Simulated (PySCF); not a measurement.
Isomers of [C9H16P]+ (charge +1), mass 155.099 u with the commonest isotopes. Method used: PBE0-D3(BJ)/def2-SVP geometry optimisation, gas phase (PySCF 2.14.0). One conformer each, none proved a minimum here; rigid rotors.

**Question.** Order these by rotational constant A, largest first.
A. `[CH:1]#[C:2][CH2:3][P@H+:4]1[C@H:5]([CH2:6][CH3:7])[C@@H:8]1[CH2:9][CH3:10]` (charge +1) with C2–C3–P4–C5 -144°, P4–C5–C6–C7 -159°, C5–C8–C9–C10 -159°
B. `[CH2:1]=[CH:2][P@@+:3]([CH3:4])(/[CH:5]=[CH:6]\[CH3:7])[CH:8]1[CH2:9][CH2:10]1` (charge +1) with C1–C2–P3–C4 -107°, C2–P3–C5–C6 64°, C2–P3–C8–C9 159°
C. `[CH3:1][CH2:2][C:3]1=[CH:4][PH2+:5][CH:6]=[C:7]1[CH:8]([CH3:9])[CH3:10]` (charge +1) with C1–C2–C3–C4 4°, C6–C7–C8–C9 -97°
D. `CC(C)(C)[PH+]1C=CCC=C1`
E. `[CH3:1][C:2]1=[CH:3][P@+:4]([CH3:5])([CH:6]2[CH2:7][CH2:8]2)[CH2:9][CH2:10]1` (charge +1) with C3–P4–C6–C7 167°
F. `[CH:1]#[C:2][CH2:3][P@@+:4]([CH3:5])([CH2:6][CH3:7])[CH2:8][CH:9]=[CH2:10]` (charge +1) with C2–C3–P4–C5 60°, C3–P4–C6–C7 179°, C3–P4–C8–C9 -64°, P4–C8–C9–C10 99°

**Answer.** E (2204 MHz), D (2031 MHz), A (1702 MHz), B (1396 MHz), F (1339 MHz), C (1233 MHz).

**Question.** Order these by radius of gyration √(Σ m r²/M), smallest first.
A. `[CH2:1]=[CH:2][P@@+:3]([CH3:4])(/[CH:5]=[CH:6]\[CH3:7])[CH:8]1[CH2:9][CH2:10]1` (charge +1) with C1–C2–P3–C4 -107°, C2–P3–C5–C6 64°, C2–P3–C8–C9 159°
B. `[CH:1]#[C:2][CH2:3][P@H+:4]([CH2:5][CH2:6][CH3:7])[CH:8]1[CH2:9][CH2:10]1` (charge +1) with C2–C3–P4–C5 -59°, C3–P4–C5–C6 179°, P4–C5–C6–C7 -63°, C3–P4–C8–C9 -146°
C. `[CH3:1][CH2:2][C:3]1=[CH:4][PH2+:5][CH:6]=[C:7]1[CH:8]([CH3:9])[CH3:10]` (charge +1) with C1–C2–C3–C4 4°, C6–C7–C8–C9 -97°
D. `[CH:1]#[C:2][CH2:3][P@@+:4]([CH3:5])([CH2:6][CH3:7])[CH2:8][CH:9]=[CH2:10]` (charge +1) with C2–C3–P4–C5 60°, C3–P4–C6–C7 179°, C3–P4–C8–C9 -64°, P4–C8–C9–C10 99°
E. `[CH:1]#[C:2][CH2:3][P@H+:4]1[C@H:5]([CH2:6][CH3:7])[C@@H:8]1[CH2:9][CH3:10]` (charge +1) with C2–C3–P4–C5 -144°, P4–C5–C6–C7 -159°, C5–C8–C9–C10 -159°
F. `CC(C)(C)[PH+]1C=CCC=C1`

**Answer.** F (2.223 Å), A (2.258 Å), D (2.324 Å), C (2.382 Å), B (2.467 Å), E (2.569 Å).

**Question.** Order these by rotational constant C, largest first.
A. `[CH3:1][CH2:2][C:3]1=[CH:4][PH2+:5][CH:6]=[C:7]1[CH:8]([CH3:9])[CH3:10]` (charge +1) with C1–C2–C3–C4 4°, C6–C7–C8–C9 -97°
B. `[CH2:1]=[CH:2][P@@+:3]([CH3:4])(/[CH:5]=[CH:6]\[CH3:7])[CH:8]1[CH2:9][CH2:10]1` (charge +1) with C1–C2–P3–C4 -107°, C2–P3–C5–C6 64°, C2–P3–C8–C9 159°
C. `CC(C)(C)[PH+]1C=CCC=C1`
D. `[CH:1]#[C:2][CH2:3][P@@+:4]([CH3:5])([CH2:6][CH3:7])[CH2:8][CH:9]=[CH2:10]` (charge +1) with C2–C3–P4–C5 60°, C3–P4–C6–C7 179°, C3–P4–C8–C9 -64°, P4–C8–C9–C10 99°
E. `[CH:1]#[C:2][CH2:3][P@H+:4]([CH2:5][CH2:6][CH3:7])[CH:8]1[CH2:9][CH2:10]1` (charge +1) with C2–C3–P4–C5 -59°, C3–P4–C5–C6 179°, P4–C5–C6–C7 -63°, C3–P4–C8–C9 -146°
F. `[CH:1]#[C:2][CH2:3][P@H+:4]1[C@H:5]([CH2:6][CH3:7])[C@@H:8]1[CH2:9][CH3:10]` (charge +1) with C2–C3–P4–C5 -144°, P4–C5–C6–C7 -159°, C5–C8–C9–C10 -159°

**Answer.** B (759.3 MHz), C (740.6 MHz), D (668.7 MHz), A (606.5 MHz), E (567.9 MHz), F (509.6 MHz).

```csv
SMILES,point group,Ia (u·Å²),Ib (u·Å²),Ic (u·Å²),κ,μa (D),μb (D),μc (D)
CCC1=C[PH2+]C=C1C(C)C,C1,409.88,517.01,833.22,0.18,2.36,3.47,0.17
C#CC[P@H+]1[C@H](CC)[C@@H]1CC,C1,296.88,758.78,991.66,-0.74,0.38,1.44,0.25
CC(C)(C)[PH+]1C=CCC=C1,near Cs,248.80,601.89,682.39,-0.85,1.53,0.00,0.24
C#CC[P@H+](CCC)C1CC1,C1,407.91,589.42,889.88,-0.14,0.61,0.72,0.58
C=C[P@@+](C)(/C=C\C)C1CC1,C1,361.97,553.36,665.57,-0.52,0.49,0.53,0.29
C#CC[P@@+](C)(CC)CC=C,C1,377.42,542.80,755.74,-0.22,1.73,1.48,0.17
CC1=C[P@+](C)(C2CC2)CC1,C1,229.30,727.74,749.70,-0.97,0.00,0.93,0.28
```
